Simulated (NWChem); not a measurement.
System: InF2, doublet; SMILES [F][In][F]

NWChem input:

```
start job
memory heap 200 mb stack 900 mb global 1100 mb
geometry units angstroms noautoz
  In     0.000000     0.000000     0.317723
  F     -1.691168     0.000000    -0.696604
  F      1.691168     0.000000    -0.696604
end
basis spherical
  In library def2-svp
  F library def2-svp
end
ecp
  In library def2-ecp
end
dft
  odft
  mult 2
  xc xpbe96 cpbe96
  iterations 150
  mulliken
end
task dft energy
```

In the optimisation the excess spin sits in a1 (C2v, its own frame). Geometry: optimised at PBE0/def2-SVP, spin-unrestricted. The spin multiplicity was typed, not searched, and may not be the lowest. No stability test was run on the SCF state. def2 effective core potentials on In; no spin-orbit coupling.

Question: Give the results of this calculation. (PBE/def2-SVP with def2 effective core potentials on In, spin-unrestricted.) Quantities: energy (Ha); highest occupied level (eV); lowest empty minus highest occupied level, either spin (eV); dipole (D); <S²>.

Answer: The energy (Ha) comes out as -389.50 and the highest occupied level (eV) is -6.29. The lowest empty minus highest occupied level, either spin (eV) comes out as 0.90 and the dipole (D) comes out as 2.55. The <S²> is 0.752.
